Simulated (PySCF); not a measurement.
C7H9FO.
Atom-mapped SMILES: `[O:1]=[C:2]1[CH2:3][C@@H:4]2[CH2:5][C@H:6]([F:7])[C@H:8]1[CH2:9]2` (hydrogens: H10, H11 on C3; H12 on C4; H13, H14 on C5; H15 on C6; H16 on C8; H17, H18 on C9)

The same species was optimised twice, with GFN2-xTB and with PBE0-D3(BJ)/def2-SVP (PySCF), and the same property calculations (PySCF, gas phase) were run on both structures.

```tsv
coordinate	GFN2-xTB	PBE0-D3(BJ)/def2-SVP	change
C2–C3 (Å)	1.519	1.528	+0.009
C4–C9 (Å)	1.532	1.540	+0.008
C8–C9 (Å)	1.530	1.536	+0.006
C5–C6 (Å)	1.540	1.543	+0.003
C3–C4 (Å)	1.530	1.533	+0.003
O1=C2 (Å)	1.196	1.199	+0.003
C6–C8 (Å)	1.542	1.539	-0.003
C2–C8 (Å)	1.523	1.525	+0.002
C6–F7 (Å)	1.375	1.375	0.000
C4–C5 (Å)	1.533	1.534	+0.001
C2–C8–C9 (°)	101.3	100.6	-0.7
F7–C6–C8 (°)	112.0	111.4	-0.6
C5–C4–C9 (°)	101.4	100.9	-0.5
C3–C4–C5 (°)	108.1	108.6	+0.5
C3–C2–C8 (°)	105.1	105.5	+0.4
O1–C2–C3 (°)	127.6	127.2	-0.4
C4–C9–C8 (°)	94.7	95.0	+0.3
C2–C3–C4 (°)	102.7	102.4	-0.3
```

Rotational constants: A = 2177, B = 2020, C = 1458 MHz (GFN2-xTB) against A = 2177, B = 2006, C = 1455 MHz (PBE0-D3(BJ)/def2-SVP). Point groups within 0.08 Å: C1 and C1.

On the GFN2-xTB structure: HOMO (eV) -7.06 [PBE0/pcSseg-1]; LUMO (eV) -0.52 [PBE0/pcSseg-1]; dipole (D) 4.41 [PBE0/pcSseg-1]; GIAO shielding of O1 (ppm) -332.8 [PBE0/pcSseg-1]; GIAO shielding of C2 (ppm) -27.3 [PBE0/pcSseg-1]; GIAO shielding of C3 (ppm) 139.8 [PBE0/pcSseg-1]; GIAO shielding of C4 (ppm) 149.7 [PBE0/pcSseg-1]; GIAO shielding of C5 (ppm) 146.3 [PBE0/pcSseg-1]; GIAO shielding of C6 (ppm) 91.5 [PBE0/pcSseg-1]; GIAO shielding of F7 (ppm) 374.4 [PBE0/pcSseg-1]; GIAO shielding of C8 (ppm) 127.7 [PBE0/pcSseg-1].

**Question.** What do these properties become on the PBE0-D3(BJ)/def2-SVP structure?

**Answer.** 
```csv
property,level,on GFN2-xTB,on PBE0-D3(BJ)/def2-SVP,change
HOMO (eV),PBE0/pcSseg-1,-7.06,-7.05,+0.01
LUMO (eV),PBE0/pcSseg-1,-0.52,-0.52,0.00
dipole (D),PBE0/pcSseg-1,4.41,4.39,-0.02
"energy, GFN2-xTB geometry as zero (kcal/mol)",PBE0/pcSseg-1,0.0,-0.3,-0.3
GIAO shielding of O1 (ppm),PBE0/pcSseg-1,-332.8,-334.9,-2.1
GIAO shielding of C2 (ppm),PBE0/pcSseg-1,-27.3,-28.5,-1.2
GIAO shielding of C3 (ppm),PBE0/pcSseg-1,139.8,138.2,-1.6
GIAO shielding of C4 (ppm),PBE0/pcSseg-1,149.7,148.4,-1.3
GIAO shielding of C5 (ppm),PBE0/pcSseg-1,146.3,144.8,-1.5
GIAO shielding of C6 (ppm),PBE0/pcSseg-1,91.5,91.6,+0.1
GIAO shielding of F7 (ppm),PBE0/pcSseg-1,374.4,372.3,-2.1
GIAO shielding of C8 (ppm),PBE0/pcSseg-1,127.7,126.7,-1.0
```

The heavy atoms differ by 0.012 Å rms after alignment. Among bonds between heavy atoms C2–C3 and C4–C9 change most and about equally (+0.008 to +0.009 Å). Changes are differences of the printed values. Neither structure is proved a minimum here.
